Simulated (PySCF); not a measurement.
Dipole response of V⁺ (vanadium, charge +1)

[Ar] 3d4, high-spin 5D determinant. Computed with PySCF 2.14 in aug-cc-pVTZ-DK (8s7p5d3f2g, 93 functions), with the spin-free X2C one-electron Hamiltonian (Gaussian nucleus). Coupled (time-dependent) response in atomic units; α is the mean over directions.

```json
{"method": "M06-L", "mean α (bohr³)": "25.05", "α xx, yy, zz": "18.05, 18.05, 39.04", "C₆ (like pair)": "111.6", "S(−4)": "738.3"}
{"method": "r2SCANh", "mean α (bohr³)": "16.61", "α xx, yy, zz": "15.57, 15.57, 18.70", "C₆ (like pair)": "63.59", "S(−4)": "419.7"}
```

S(−4) is the Cauchy moment in α(ω) = α(0) + S(−4) ω² + …

α(iu) at r2SCANh:

```json
{"u (hartree)": "0", "α(iu) (bohr³)": "16.61"}
{"u (hartree)": "0.0500", "α(iu) (bohr³)": "15.66"}
{"u (hartree)": "0.100", "α(iu) (bohr³)": "13.58"}
{"u (hartree)": "0.200", "α(iu) (bohr³)": "9.836"}
{"u (hartree)": "0.300", "α(iu) (bohr³)": "7.603"}
{"u (hartree)": "0.500", "α(iu) (bohr³)": "5.257"}
{"u (hartree)": "0.750", "α(iu) (bohr³)": "3.757"}
{"u (hartree)": "1.00", "α(iu) (bohr³)": "2.881"}
{"u (hartree)": "1.50", "α(iu) (bohr³)": "1.891"}
{"u (hartree)": "2.00", "α(iu) (bohr³)": "1.343"}
{"u (hartree)": "3.00", "α(iu) (bohr³)": "0.7751"}
{"u (hartree)": "5.00", "α(iu) (bohr³)": "0.3519"}
```

A single London oscillator, α(iu) = α/(1 + u²/ω²), gives C₆ = (3/4) ω α². Matching the computed C₆ needs ω = 4 × 63.59 / (3 × 16.61²) = 0.307 hartree.

For an ion, C₆ is the dispersion term alone; charge-induced terms of lower order in 1/R come first.

The components differ because the open shell of this determinant is not spherical; for a pure term their mean is the scalar polarisability.

⟨L²⟩ = 7.62 against 6 for a pure D term, so this real determinant mixes terms. The s, p, d and f populations moved away from the nominal configuration during the SCF.
